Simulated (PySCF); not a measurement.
Ionisation energy of Sb³⁵⁺ by level of theory

Sb³⁵⁺ [Ne] 3s2 3p4 (3P) → Sb³⁶⁺ [Ne] 3s2 3p3 (4S), as a difference of total energies. Computed with PySCF 2.14 in an uncontracted even-tempered set (18 s from 5.3 bohr⁻², ratio 2.5; 12 p from 6.9 bohr⁻², ratio 2.5; 5 d from 32 bohr⁻², ratio 2.7; 4 f from 47 bohr⁻², ratio 2.7), with scalar relativity by spin-free X2C-1e. Correlated levels: outer shells: 1s2 frozen; virtual orbitals above 40 to 60 times the deepest correlated orbital energy dropped. The calculations carry no spin-orbit coupling.

| method | ionisation energy (eV) |
| --- | --- |
| UHF | 2358.0 |
| MP2 (outer shells) | 2359.0 |
| SCS-MP2 (outer shells) | 2359.0 |
| CCSD (outer shells) | 2359.0 |
| CCSD(T) (outer shells) | 2359.0 |

Spin-orbit coupling is strong in these open shells (close to jj coupling). The scalar numbers leave it out and a first-order estimate fails, so it can dominate the gap to the real levels.

Breit and QED terms and the two-electron picture change are absent.

For comparison: 2349 ± 5 eV (theoretical estimate listed by NIST; NIST Atomic Spectra Database, ionization energies).
